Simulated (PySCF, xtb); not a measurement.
C2HAlN2O2, SMILES O=C=[N][AlH][N]=C=O.

GFN2-xTB (xtb 6.7.1) at its own geometry gives an orbital gap of 5.36 eV and a dipole moment of 1.63 D.

Geometry: PBE0-D3(BJ)/def2-SVP. The structure was generated by enumeration; whether it is a known compound was not checked. Other conformers were not sampled.

### Question
What does HF/def2-TZVP in PySCF give? (The exact figures need the calculation; the answer reports its results.)

### Answer
gap 13.35 eV (levels -12.21 and 1.14 eV), dipole 2.19 D.
